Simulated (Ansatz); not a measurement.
Gas-phase electronic energies from Ansatz, PBE0-D4/def2-TZVP geometries. CCSD(T)/CBS adds triple-zeta CCSD(T) − MP2 to the extrapolated MP2 energy (def2 sets, frozen cores). DFT in def2-TZVPP. B3LYP here is the variant with VWN-RPA as its local correlation; programs differ in this. HSE06 is defined as in plane-wave codes. For As outer-core shells are correlated without core-valence functions, which leaves a few kJ/mol of doubt a bond. Scalar relativity is left out up to krypton. Each species was taken in one conformer, which may not be the lowest.

`B[AsH]CO` + `BNCC=C` → `BN(B)CC=C` + `OC[AsH2]`  (cleavage of the B–As bond)

| level | ΔE (kJ/mol) | difference from CCSD(T)/CBS |
| --- | --- | --- |
| LDA (SPW92) | -71.8 | -0.2 |
| PBE-D4 | -66.4 | 5.2 |
| revPBE-D4 | -69.9 | 1.7 |
| BLYP-D4 | -76.3 | -4.7 |
| r2SCAN-D4 | -70.5 | 1.1 |
| B97M-V | -71.9 | -0.3 |
| B3LYP-D4 | -76.7 | -5.1 |
| r2SCANh-D4 | -71.0 | 0.6 |
| r2SCAN0-D4 | -71.9 | -0.3 |
| HSE06-D4 | -68.5 | 3.1 |
| BHLYP-D4 | -78.6 | -7.0 |
| CAM-B3LYP-D4 | -78.2 | -6.6 |
| ωB97X-V | -73.3 | -1.7 |
| ωB97M-V | -76.8 | -5.2 |
| B2PLYP | -72.4 | -0.8 |
| PBE-QIDH | -70.1 | 1.5 |
| PBE | -62.8 | 8.8 |
| revPBE | -58.4 | 13.2 |
| BLYP | -68.3 | 3.3 |
| r2SCAN | -69.5 | 2.1 |
| PBE0 | -65.8 | 5.8 |
| B3LYP | -71.1 | 0.5 |
| r2SCANh | -70.0 | 1.6 |
| r2SCAN0 | -70.8 | 0.8 |
| BHLYP | -75.0 | -3.4 |
| LC-ωPBE | -67.7 | 3.9 |
| RPA@PBE/def2-TZVPP | -74.7 | -3.1 |
| HF/def2-SVP | -80.6 | -9.0 |
| MP2/def2-SVP | -81.1 | -9.5 |
| CCSD/def2-SVP | -79.8 | -8.2 |
| CCSD(T)/def2-SVP | -80.1 | -8.5 |
| HF/def2-TZVPP | -76.3 | -4.7 |
| SCS-MP2/def2-TZVPP | -75.8 | -4.2 |
| CCSD/def2-TZVPP | -72.9 | -1.3 |
| CCSD(T)/def2-TZVPP | -72.9 | -1.3 |
| HF/def2-QZVPP | -77.6 | -6.0 |
| SCS-MP2/def2-QZVPP | -75.5 | -3.9 |
| HF/CBS(def2) | -77.7 | -6.1 |
| MP2/CBS(def2) | -72.6 | -1.0 |
| CCSD/CBS(def2) | -71.6 | 0.0 |
| CCSD(T)/CBS | -71.6 | 0 |

Largest T1 diagnostic among the species: 0.013.

From BLYP to BHLYP (50 % exact exchange), in def2-TZVPP and without D4, ΔE moves by −6.7 kJ/mol. Leaving LDA and LC-ωPBE aside and taking each functional with its dispersion term where it has one, the values spread over 12.2 kJ/mol, from BHLYP-D4 to PBE-D4. LDA lies −9.1 kJ/mol from PBE without D4. At CCSD(T), def2-SVP lies −8.5 kJ/mol from the extrapolated value and def2-TZVPP −1.3 kJ/mol.
